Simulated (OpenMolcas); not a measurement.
**N+, P+, As+, Sb+, Bi+: ns² np² down the group**

```
Program             : OpenMolcas 26.06
Method              : CASSCF
Basis               : ANO-RCC-VQZP
Scalar Hamiltonian  : DKH2, point nucleus
Spin-orbit coupling : state interaction with AMFI integrals over the reference wave functions, term energies averaged over their components
```

Active space for each ion: 4 electrons in 4 orbitals (s p).

Computed levels in cm-1 above ³P₀:

| Level | N+ | P+ | As+ | Sb+ | Bi+ |
| --- | --- | --- | --- | --- | --- |
| ³P₁ | 44.7 | 143 | 923 | 2611 | 11164 |
| ³P₂ | 133 | 412 | 2274 | 5246 | 15907 |
| ¹D₂ | 17499 | 11675 | 12558 | 14361 | 30863 |
| ¹S₀ | 30671 | 20848 | 22260 | 23358 | 41078 |
| weight of ³P in the lowest level (%) | 100 | 100 | 99 | 96 | 85 |

Mixed levels, with the weight of the term that names them: Bi+ ³P₂ (63 %), Bi+ ¹D₂ (63 %).

Measured, with the error of the calculation in %. Measured levels: N+, P+, As+, Sb+, Bi+ from NIST Handbook of Basic Atomic Spectroscopic Data.

| Level | N+ | P+ | As+ | Sb+ | Bi+ |
| --- | --- | --- | --- | --- | --- |
| ³P₁ | 48.7 (-8.1) | 165 (-13.1) | 1063 (-13.2) | 3055 (-14.5) | 13325 (-16.2) |
| ³P₂ | 131 (+1.5) | 469 (-12.2) | 2541 (-10.5) | 5658 (-7.3) | 17032 (-6.6) |
| ¹D₂ | 15316 (+14.3) | 8882 (+31.4) | 10096 (+24.4) | 12790 (+12.3) | 33939 (-9.1) |
| ¹S₀ | 32689 (-6.2) | 21576 (-3.4) | 22599 (-1.5) | 23906 (-2.3) | 44174 (-7.0) |

The fine-structure level ³P₂ changes by a factor of 120 from N+ to Bi+.

Without spin-orbit coupling ¹D lies 17410, 11392, 10806, 9498, 9133 cm-1 above ³P in that order; the difference to the level ¹D₂, of either sign, comes from spin-orbit coupling, which also lowers the zero.

Without dynamic correlation excited terms often stand tens of per cent too high (terms of higher spin than the ground term too low), and those without a measured partner can miss by more than the paired ones (holds for N+; P+; As+). Measured partners are found by configuration, term and J. A level has none where our copy of the source lacks it or the pairing is in doubt (some pairs that miss far off the trend of their configuration count as doubtful), and it then counts in no deviation. Where the source uses jj or jK labels, the order within each J decides. Levels of configurations outside the active space are missing.
